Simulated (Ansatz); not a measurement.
CH5Cl3SSiTi (`C[SiH2][S][Ti]([Cl])([Cl])[Cl]`). Charge 0, multiplicity 1. Correlated methods include outer-core shells of Ti, which these sets cover unevenly. Scalar relativity is left out up to krypton.

```csv
atom,x (Å),y (Å),z (Å)
C1,0.550,-1.281,1.026
Si2,-1.134,-0.937,0.315
S3,-1.518,1.173,-0.002
Ti4,0.322,1.866,-1.050
Cl5,1.932,2.151,0.392
Cl6,0.905,0.334,-2.483
Cl7,-0.189,3.740,-2.012
H8,1.344,-1.063,0.311
H9,0.610,-2.340,1.292
H10,0.721,-0.688,1.927
H11,-2.202,-1.331,1.268
H12,-1.341,-1.624,-0.983
```

(1) Give the diagnostics of a CCSD(T)/def2-TZVPP run (frozen core, Ansatz). (An estimate is asked.)

## Answers

(1) Ansatz gave: T1 = 0.0238, largest single amplitude 0.050, largest double 0.021, (T) share of the correlation energy 5.6 %, 15 CCSD cycles. The RHF solution is stable towards an unrestricted one. T1 lies over the customary mark of 0.02 for closed shells; compounds of d metals often pass it without a breakdown.
